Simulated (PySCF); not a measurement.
C5H8BNS.
Atom-mapped SMILES: `[CH3:1][c:2]1[cH:3][cH:4][c:5]([BH:6][NH2:7])[s:8]1` (hydrogens: H9, H10, H11 on C1; H12 on C3; H13 on C4; H14 on B6; H15, H16 on N7)

Method used: PySCF, PBE0-D3(BJ)/def2-SVP geometry optimisation, gas phase.

Task: What internal coordinates does the optimisation give?

Result: 
```json
{"bond": "C1–C2", "length (Å)": "1.491", "order": "single"}
{"bond": "C2–C3", "length (Å)": "1.376", "order": "aromatic"}
{"bond": "C3–C4", "length (Å)": "1.418", "order": "aromatic"}
{"bond": "C4–C5", "length (Å)": "1.381", "order": "aromatic"}
{"bond": "C5–B6", "length (Å)": "1.548", "order": "single"}
{"bond": "B6–N7", "length (Å)": "1.396", "order": "single"}
{"bond": "C5–S8", "length (Å)": "1.736", "order": "aromatic"}
{"bond": "C2–S8", "length (Å)": "1.725", "order": "aromatic"}
{"bond": "C1–H9, C1–H10, C1–H11", "length (Å)": "1.101", "order": "single"}
{"bond": "C3–H12", "length (Å)": "1.092", "order": "single"}
{"bond": "C4–H13", "length (Å)": "1.092", "order": "single"}
{"bond": "B6–H14", "length (Å)": "1.212", "order": "single"}
{"bond": "N7–H15, N7–H16", "length (Å)": "1.011", "order": "single"}
```

Bonds in one row agree within 0.01 Å and their mean is given. Orders are formal, as drawn. A selection of angles:
```json
{"angle": "C1–C2–C3", "degrees": "128.2"}
{"angle": "C1–C2–S8", "degrees": "121.5"}
{"angle": "C3–C2–S8", "degrees": "110.3"}
{"angle": "C2–C3–C4", "degrees": "113.0"}
{"angle": "C3–C4–C5", "degrees": "114.1"}
{"angle": "C4–C5–B6", "degrees": "127.2"}
{"angle": "C4–C5–S8", "degrees": "109.1"}
{"angle": "B6–C5–S8", "degrees": "123.7"}
{"angle": "C5–B6–N7", "degrees": "123.2"}
{"angle": "C2–S8–C5", "degrees": "93.5"}
{"angle": "H15–N7–B6", "degrees": "124.1"}
{"angle": "H16–N7–B6", "degrees": "122.4"}
```

Dihedral angles: C4–C5–B6–N7 -179° (antiperiplanar). The mirror-image conformer, all signs reversed, is as good.

The 4 C–C bonds span 1.376 Å (C2–C3, aromatic) to 1.491 Å (C1–C2, drawn single), a spread of 0.115 Å. Of the pairs four or more bonds apart, S8···H15 is among the closest relative to their van der Waals radii: 2.96 Å, 99 % of the sum of Bondi's values. The 8 heavy atoms lie in one plane (0.004 Å rms). S8 (thiophene-type sulfur) is bent (angle 93.5°). B6 (three-coordinate boron) is planar (angles 123.2°, 118.5° and 118.3°, sum 360.0°, 0.00 Å off the plane of its three neighbours). N7 (boron-bound nitrogen) is planar (angles 124.1°, 122.4° and 113.5°, sum 360.0°, 0.00 Å off the plane of its three neighbours). The 5-membered ring C2–C3–C4–C5–S8 has internal angles of 93.5° to 114.1° (sum 540°, against 540° for a flat polygon); it is planar, 0.00 Å rms from its mean plane, widest ring torsion 0°.

Point group: near Cs, missed by 0.24 Å at most; the miss may be what the optimiser left on a soft mode. Not checked by PBE0-D3(BJ)/def2-SVP frequencies. One conformer, not necessarily the lowest.
